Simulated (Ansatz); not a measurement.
A search over several starts for the lowest SCF solution of the cluster MoS₂⁻ at the given spin, in a small basis.

```yaml
crystal:
  periodic: [false, false, false]
  atoms:
    - {symbol: Mo, position_ang: [0.400886, 0.163566, 0.274684]}
    - {symbol: S, position_ang: [-0.089215, -1.894293, 0.779621]}
    - {symbol: S, position_ang: [-0.311671, 1.730728, -1.054305]}
basis:
  gaussian: {orbitals: def2-SVP, initial_orbitals: start.molden}
total_charge: -1
magnetization: {spin_polarized: true, initial_magnetization: 3}
hamiltonian: {xc: pbe0, dispersion: d4}
output: {orbitals: {seedname: orbitals}}
```

The file start.molden holds the orbitals of an earlier run on this structure, at another level or in another basis.

```sh
$ ansatz run in.yaml --threads 4 --pin off --events-out ev --progress --plain --max-ram 3916MiB
```

It prints (some lines left out):

```
Functional definition: PBE0
643 factors; integrals over basis functions are off by at most 6.6e-4 eV
mean field evaluation 1: about -23514.5883 eV, gradient 4.2e0 eV
mean field evaluation 2: about -23514.6454 eV, gradient 6.3e-2 eV
mean field evaluation 4: about -23514.7282 eV, gradient 1.6e-3 eV
mean field evaluation 8: about -23513.8524 eV, gradient 8.9e0 eV
mean field evaluation 16: about -23514.7277 eV, gradient 1.2e-1 eV
mean field -23514.72824583 eV, -864.1503241790 hartree, gradient 4.5e-5 eV, S^2 3.835228; 1 other end points of the search recorded, 0 dependent functions left out
reference -23514.72827842 eV, -864.1503253768 hartree; 25, 22 occupied and 42, 45 virtual orbitals, 643 factors
Total energy: -23514.82717520 eV, -864.1539597663 hartree
```

Hardware: 4 threads of AMD EPYC 9B14 on a shared host. Wall time 1.2 s.

In the def2 sets Mo takes a core potential; there is no spin–orbit coupling. The structure comes from a short search, and lower isomers may exist.
